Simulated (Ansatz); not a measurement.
The molecule WCl, multiplicity 6 (lowest of 2S+1 = 2, 4, 6, 8 at CCSD(T)/def2-TZVPP on PBE0 minima; our sources give no spin for the ground state, which may be another). No spin–orbit coupling.

The constants come from a fifth-degree fit in 1/R (seven points, main isotopes). In def2 and cc sets the state is the lowest found near the PBE0 minimum, followed along R.

Correlated levels freeze the inner cores; with def2 sets outer-core shells near the valence are correlated too. CBS: X⁻³ extrapolation of the correlation energy, Hartree–Fock from the larger set.

The values were computed with Ansatz (a program for electronic structure) with Gaussian orbitals. Each number belongs to the level named beside it. In def2 rows elements past Kr take small-core potentials, without spin–orbit coupling.

### Question
What bond length and harmonic frequency does PBE/def2-TZVPP give?

### Answer
r_e = 2.275 Å, ω_e = 378 cm⁻¹.

### Question
What bond length and harmonic frequency does B3LYP/def2-TZVPP give?

### Answer
r_e = 2.295 Å, ω_e = 371 cm⁻¹.

### Question
What bond length and harmonic frequency does CCSD(T)/CBS(def2-TZVPP, def2-QZVPP) give?

### Answer
r_e = 2.279 Å, ω_e = 384 cm⁻¹.
